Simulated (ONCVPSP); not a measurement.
## How hard is this Zn (Z = 30) ONCV potential?

- Element: zinc
- Generator: ONCVPSP 4.0.1
- Type: optimised norm-conserving Vanderbilt (ONCV)
- Functional: PBE
- Relativity: scalar-relativistic
- Frozen core: [Ne]
- Valence charge: 20
- Reference configuration: 3s2 3p6 3d10 4s2
- Partial waves: 3s+4s: rc 0.95 bohr, ncon 4, nbas 9, qcut 12.1 1/bohr, 2 projectors; 3p: rc 0.75 bohr, ncon 3, nbas 7, qcut 12.5 1/bohr, 3 projectors, debl 1.2 Ha; 3d: rc 1.30 bohr, ncon 4, nbas 9, qcut 13.1 1/bohr, 1 projector
- Local potential: polynomial inside 0.65 bohr (lpopt 5, dvloc0 1 Ha)
- Core correction: Teter function, fcfact 5.5, rcfact 1.3

In the p channel the program set the typed energies aside and used -3.065, 0.250, 1.450 Ha.

**Question.** For each optimised wave give the share of its norm inside rc, the residual kinetic energy above qcut (Ha) and the cutoffs (Ha) for errors of 10, 1, 0.1 and 0.01 mHa per electron.

**Answer.**

```
         wave  norm inside rc  residual KE  10 mHa  1 mHa  0.1 mHa  0.01 mHa
           3s           0.860      2.2e-05    45.7   57.5     67.0     122.2
           4s           0.026      4.6e-06    29.8   47.9     60.3      70.0
           3p           0.612      1.3e-04    37.5   46.4     87.5     331.5
p projector 2           0.033      1.5e-05    28.1   38.6     47.7      83.4
p projector 3           0.027      1.7e-05    28.5   39.0     48.3      85.8
           3d           0.819      1.0e-06    55.0   64.7     72.3      78.9
```

The occupied waves need 65 Ha and 88 Ha for 1 and 0.1 mHa.
